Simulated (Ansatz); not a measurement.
Program: Ansatz. Geometries: PBE0-D4/def2-TZVP. ΔE: electronic, gas phase. CCSD(T)/CBS adds triple-zeta CCSD(T) − MP2 to the extrapolated MP2 energy (def2 sets, frozen cores). This one scheme is used for every species. Functionals use def2-TZVPP. Each species was taken in one conformer, which may not be the lowest.

`[SiH3][NH][AlH][Cl]` + H–F → `[F][AlH][NH][SiH3]` + HCl  (ligand exchange at the Al–Cl bond)

CCSD(T)/CBS gives -20.4 kJ/mol.

Problem. Another level gave -21.1 kJ/mol. Which?
A. BHLYP/def2-TZVPP
B. r2SCANh-D4/def2-TZVPP
C. revPBE-D4/def2-TZVPP
D. CAM-B3LYP/def2-TZVPP

Solution. B. r2SCANh-D4 -21.1, BHLYP -28.1, revPBE-D4 -17.0, CAM-B3LYP -32.3 kJ/mol.

Largest T1 diagnostic among the species: 0.012.

At CCSD(T), def2-SVP lies −7.9 kJ/mol from the extrapolated value and def2-TZVPP −3.1 kJ/mol. Leaving LDA and LC-ωPBE aside and taking each functional with its dispersion term where it has one, the values, not all of them listed here, spread over 13.6 kJ/mol, from CAM-B3LYP-D4 to HSE06-D4. From PBE to PBE0 (25 % exact exchange), in def2-TZVPP and without D4, ΔE moves by +3.9 kJ/mol.
